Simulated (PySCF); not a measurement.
C₃H₁₀S₃Si, singlet, geometry from GFN2-xTB, atoms displaced at random by about 0.08 Å a coordinate; PySCF with R2SCAN/STO-3G, gradient by finite differences.

PySCF was given this input:
```python
from pyscf import gto, scf, dft

mol = gto.M(
    atom='''
Si    0.308518    0.064522   -0.548675
S    -1.556382    1.241005   -0.357857
C    -0.939855    2.811125   -0.192252
S    -0.321198   -2.110105   -0.225677
C    -1.792081   -2.140596   -0.954534
S     1.673473    0.817618    0.774583
C     2.769678   -0.614244    1.168061
H     0.735382    0.128516   -1.801744
H    -0.460750    3.189709   -0.984873
H    -1.883608    3.689083    0.036442
H    -0.011394    2.896643    0.737700
H    -1.619077   -2.018726   -1.958594
H    -2.294709   -3.122987   -0.653035
H    -2.577980   -1.398013   -0.624990
H     3.380586   -0.375492    1.643529
H     3.253274   -0.901195    0.101135
H     2.197668   -1.611881    1.087570
''',
    basis='sto-3g',
    charge=0,
    spin=0,
    verbose=4,
)

mf = dft.RKS(mol)
mf.xc = 'r2scan'
mf.conv_tol = 1e-11
mf.kernel()
scan, done = mf.as_scanner(), []
scan.scf_summary = {}
def energy(d):
    c = mol.atom_coords()
    c[5, 0] += d
    e = scan(mol.set_geom_(c, unit='Bohr', inplace=False))
    done.append(scan.converged)
    return e
h = 0.05
fd = (energy(h) - energy(-h)) / (2 * h)
print('dE/dx =', fd)
```

What the program printed (banner, timings and long lists left out):

```
PySCF version 2.14.0

[INPUT] verbose = 4
[INPUT] num. atoms = 17
[INPUT] num. electrons = 90
[INPUT] charge = 0
[INPUT] spin (= nelec alpha-beta = 2S) = 0
[INPUT] symmetry False subgroup None
[INPUT] Mole.unit = angstrom
[INPUT] Symbol           X                Y                Z      unit          X                Y                Z       unit  Magmom
[...]
nuclear repulsion = 642.12326257869
number of shells = 39
number of NR pGTOs = 183
number of NR cGTOs = 61
basis = sto-3g
ecp = {}

******** <class 'pyscf.dft.rks.RKS'> ********
method = RKS
initial guess = minao
damping factor = 0
level_shift factor = 0
DIIS = <class 'pyscf.scf.diis.CDIIS'>
diis_start_cycle = 1
diis_space = 8
diis_damp = 0
SCF conv_tol = 1e-11
SCF conv_tol_grad = None
SCF max_cycles = 50
direct_scf = True
direct_scf_tol = 1e-13
XC library pyscf.dft.libxc version 7.1.2
    S. Lehtola, C. Steigemann, M. J. T. Oliveira, and M. A. L. Marques,  SoftwareX 7, 1–5 (2018)
XC functionals = r2scan
    J. W. Furness, A. D. Kaplan, J. Ning, J. P. Perdew, and J. Sun,  J. Phys. Chem. Lett. 11, 8208–8215 (2020)
    J. W. Furness, A. D. Kaplan, J. Ning, J. P. Perdew, and J. Sun,  J. Phys. Chem. Lett. 11, 9248–9248 (2020)
    J. W. Furness, A. D. Kaplan, J. Ning, J. P. Perdew, and J. Sun,  J. Phys. Chem. Lett. 11, 8208–8215 (2020)
    J. W. Furness, A. D. Kaplan, J. Ning, J. P. Perdew, and J. Sun,  J. Phys. Chem. Lett. 11, 9248–9248 (2020)
radial grids:
    Treutler-Ahlrichs [JCP 102, 346 (1995); DOI:10.1063/1.469408] (M4) radial grids

becke partition: Becke, JCP 88, 2547 (1988); DOI:10.1063/1.454033
pruning grids: <function nwchem_prune>
grids dens level: 3
symmetrized grids: False
atomic radii adjust function: <function treutler_atomic_radii_adjust>
small_rho_cutoff = 0
Set gradient conv threshold to 3.16228e-06
Initial guess from minao.
tot grids = 216256
init E= -1586.07642438389
[...]
cycle= 1 E= -1586.00862892378  delta_E= 0.0678  |g|= 0.391  |ddm|= 5.21
[...]
cycle= 2 E= -1585.96002240403  delta_E= 0.0486  |g|= 0.52  |ddm|= 1.91
[...]
cycle= 3 E= -1586.08021889361  delta_E= -0.12  |g|= 0.0447  |ddm|= 1.18
[...]
cycle= 4 E= -1586.08131350112  delta_E= -0.00109  |g|= 0.011  |ddm|= 0.138
[...]
cycle= 5 E= -1586.08136669925  delta_E= -5.32e-05  |g|= 0.00389  |ddm|= 0.0308
[...]
cycle= 6 E= -1586.08137308172  delta_E= -6.38e-06  |g|= 0.000722  |ddm|= 0.00855
[...]
cycle= 7 E= -1586.0813732651  delta_E= -1.83e-07  |g|= 0.000212  |ddm|= 0.00143
[...]
[...]
converged SCF energy = -1586.08137328422
converged SCF energy = -1586.08252842478
[...]
  16 H      3.253274000000  -0.901195000000   0.101135000000 AA    6.147796868168  -1.703011734827   0.191117451608 Bohr
  17 H      2.197668000000  -1.611881000000   1.087570000000 AA    4.152990632721  -3.046013635390   2.055209441293 Bohr

******** <class 'pyscf.scf.hf.RKS_Scanner'> ********
method = RKS_Scanner
initial guess = minao
damping factor = 0
level_shift factor = 0
DIIS = <class 'pyscf.scf.diis.CDIIS'>
diis_start_cycle = 1
diis_space = 8
diis_damp = 0
SCF conv_tol = 1e-11
SCF conv_tol_grad = None
SCF max_cycles = 50
direct_scf = True
direct_scf_tol = 1e-13
XC library pyscf.dft.libxc version 7.1.2
    S. Lehtola, C. Steigemann, M. J. T. Oliveira, and M. A. L. Marques,  SoftwareX 7, 1–5 (2018)
XC functionals = r2scan
    J. W. Furness, A. D. Kaplan, J. Ning, J. P. Perdew, and J. Sun,  J. Phys. Chem. Lett. 11, 8208–8215 (2020)
    J. W. Furness, A. D. Kaplan, J. Ning, J. P. Perdew, and J. Sun,  J. Phys. Chem. Lett. 11, 9248–9248 (2020)
    J. W. Furness, A. D. Kaplan, J. Ning, J. P. Perdew, and J. Sun,  J. Phys. Chem. Lett. 11, 8208–8215 (2020)
    J. W. Furness, A. D. Kaplan, J. Ning, J. P. Perdew, and J. Sun,  J. Phys. Chem. Lett. 11, 9248–9248 (2020)
radial grids:
    Treutler-Ahlrichs [JCP 102, 346 (1995); DOI:10.1063/1.469408] (M4) radial grids

becke partition: Becke, JCP 88, 2547 (1988); DOI:10.1063/1.454033
pruning grids: <function nwchem_prune>
grids dens level: 3
symmetrized grids: False
atomic radii adjust function: <function treutler_atomic_radii_adjust>
small_rho_cutoff = 0
Set gradient conv threshold to 3.16228e-06
tot grids = 216256
init E= -1586.07785573125
[...]
cycle= 1 E= -1586.07956934237  delta_E= -0.00171  |g|= 0.0123  |ddm|= 0.123
[...]
cycle= 2 E= -1586.0795373337  delta_E= 3.2e-05  |g|= 0.0159  |ddm|= 0.0591
[...]
cycle= 3 E= -1586.07964338453  delta_E= -0.000106  |g|= 0.00125  |ddm|= 0.0323
[...]
cycle= 4 E= -1586.07964409831  delta_E= -7.14e-07  |g|= 0.000298  |ddm|= 0.00354
[...]
cycle= 5 E= -1586.07964414055  delta_E= -4.22e-08  |g|= 5.3e-05  |ddm|= 0.000804
[...]
cycle= 6 E= -1586.07964414185  delta_E= -1.3e-09  |g|= 1.29e-05  |ddm|= 0.000132
[...]
cycle= 7 E= -1586.07964414191  delta_E= -5.55e-11  |g|= 3.15e-06  |ddm|= 3.04e-05
[...]
cycle= 8 E= -1586.07964414191  delta_E= -9.09e-12  |g|= 2.63e-07  |ddm|= 6.15e-06
[...]
Extra cycle  E= -1586.0796441419  delta_E= 1.55e-11  |g|= 2.67e-07  |ddm|= 9.52e-07
converged SCF energy = -1586.0796441419
dE/dx = -0.028842828846791235
```
